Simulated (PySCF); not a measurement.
Bromine: a sound run and one with changed settings

Sound run: Br [Ar] 3d10 4s2 4p5, Br+ [Ar] 3d10 4s2 4p4. Computed with PySCF 2.14 in x2c-SVPall (5s4p3d, 32 functions), with scalar relativity by spin-free X2C-1e. The sound run starts from symmetry-adapted Hartree-Fock orbitals and uses a fine grid where one is needed.

A second run was set up differently.

```json
{"species": "Br", "method": "UHF", "sound run (hartree)": "-2603.95704", "changed run (hartree)": "-2603.95704", "converged": "yes"}
{"species": "Br", "method": "PBE0", "sound run (hartree)": "-2605.46054", "changed run (hartree)": "-2606.44560", "converged": "yes"}
{"species": "Br", "method": "BP86", "sound run (hartree)": "-2606.08332", "changed run (hartree)": "-2607.79766", "converged": "yes"}
{"species": "Br+", "method": "UHF", "sound run (hartree)": "-2603.56151", "changed run (hartree)": "-2603.56151", "converged": "yes"}
{"species": "Br+", "method": "PBE0", "sound run (hartree)": "-2605.02712", "changed run (hartree)": "-2606.01181", "converged": "yes"}
{"species": "Br+", "method": "BP86", "sound run (hartree)": "-2605.64512", "changed run (hartree)": "-2607.36104", "converged": "yes"}
```

Ionisation energy of Br:

```tsv
method	sound run (eV)	changed run (eV)
UHF	10.763	10.763
PBE0	11.794	11.804
BP86	11.924	11.881
```

Question: What was changed?
A. all electrons correlated in a valence basis
B. a valence shell is frozen
C. angular grid far too coarse
D. minimal basis

Answer: C. It used 6 angular points. A coarse angular grid integrates products of high-l functions wrongly, so density functionals can shift, and the SCF can exploit the error; Hartree-Fock and MP2 need no grid.
